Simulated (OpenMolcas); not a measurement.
Co3+ with 6 ligands (fluoride) in octahedral coordination (Oh). A charge of +0.5 e stands 2.6 Å behind each ligand. Ligand basis ANO-RCC-VDZP.

- Program: OpenMolcas 26.06
- Method: SS-CASPT2, IPEA 0.25 Eh, imaginary shift 0.1 Eh (closed shells correlated: 3s 3p and the ligand valence shells)
- Basis: ANO-RCC-VTZP [6s5p3d2f1g]
- Scalar Hamiltonian: DKH2, point nucleus
- Active space: 6 electrons in 5 orbitals (3d)
- State averaging: 2S+1 = 5 even, 5 roots; 2S+1 = 3 even, 45 roots; 2S+1 = 1 even, 50 roots
- Spin-orbit coupling: RASSI with atomic mean-field integrals over the reference wave functions

All ligands move together. At R = 1.92 Å the first state of the same spin is 12700 cm-1, and at R = 2 Å it is 10500 cm-1.

Problem. A third run gives 15170 cm-1. What distance was it run at?

Solution. With a power law R^-n the two known points give n = -ln(10500 / 12700) / ln(2 / 1.92) = 4.66. Then R = 1.92 × (12700 / 15170)^(1/4.66) = 1.848 Å. The run was at 1.85 Å, so the estimate is off by -0.002 Å.

Roots that are degenerate in the reference are averaged as groups; the widest CASPT2 spread within a group is 940 cm-1 (the 2-fold group of multiplicity 1 near 74300 cm-1 above the lowest state of its run, R = 1.92). Shifts and gaps below about the spread of the groups concerned are not significant. Over all roots computed the reference weight is 0.68 to 0.72 in R = 1.85, 0.67 to 0.72 in R = 1.92, 0.65 to 0.71 in R = 2; the roots of lowest weight are the least certain, and an intruder state may touch them. An orbital triplet at a regular site is open to Jahn-Teller coupling, which can distort the site and quench the lowest spin-orbit gaps and is left out. This shell can be high or low spin here, a state of another spin lies low, and with metal d orbitals alone active their balance is uncertain, so the ground spin may be wrong. A single d shell leaves out the double-shell effect, which counts most for late 3d ions, where the CASPT2 field can be off either way by tens of per cent. Ligand-to-metal charge-transfer states are missing. These CASPT2 states fit no ligand-field parameters well, so their order and spin gaps are uncertain. With no ligand orbital active B as a rule stays too high, so bands that hang on it stand too high and its fall with covalency is understated. With one d shell and no ligand orbital active, 10Dq can be off by a tenth or more. Free-ion shares, where given, are those of the reference states; single-state CASPT2 does not remix them (holds for R = 2). No measured value stands beside these numbers; the geometry was imposed, not optimised, and the real ion may take another.
